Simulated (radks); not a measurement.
Excited configurations of the gallium ion Ga16+: one electron is placed in a higher orbital outside [Ne] 3s2 3p2. The ground configuration is [Ne] 3s2 3p3. All-electron calculation, Dirac Kohn-Sham, BLYP, spin-unpolarised, spherical densities, finite nucleus; open shells fill j = l - 1/2 first; Fermi nuclear charge, rms radius 3.9973 fm. Program: a radial shooting solver on a logarithmic mesh with Libxc functionals. Excitation = E - E(ground); binding = E(ion) - E, where the ion is the core of charge +17; n* = 17/sqrt(2 binding) in atomic units. These energies are relativistic, and a one-electron ion of charge +17 with no core already has n* below n in this formula (Dirac formula, point nucleus: 3d3/2 2.998, 5p1/2 4.993, 5d3/2 4.997, 6p1/2 5.993, 7d3/2 6.997). The quantum defect is therefore taken as that value minus n*, so that it holds no relativistic shift of the bare ion.

outer orbital	excitation (eV)	binding (eV)	n*	quantum defect
3d3/2	71.063	520.71	2.748	0.250
5p1/2	405.64	186.13	4.596	0.397
5d3/2	418.91	172.86	4.769	0.228
6p1/2	466.12	125.64	5.594	0.399
7d3/2	505.48	86.283	6.751	0.246

The Delta-SCF ionisation energy is 591.77 eV (NIST Atomic Spectra Database: 600 eV, semi-empirical). Self-interaction in the functional shifts the binding energies and quantum defects, so they are the method's values and not measured ones. Spin polarisation and multiplet splitting are left out, so open shells lie too high by an amount that depends on their filling.

Beside tabulated values, note that spin-unpolarised runs miss the spin-polarisation part of the exchange energy of open shells.
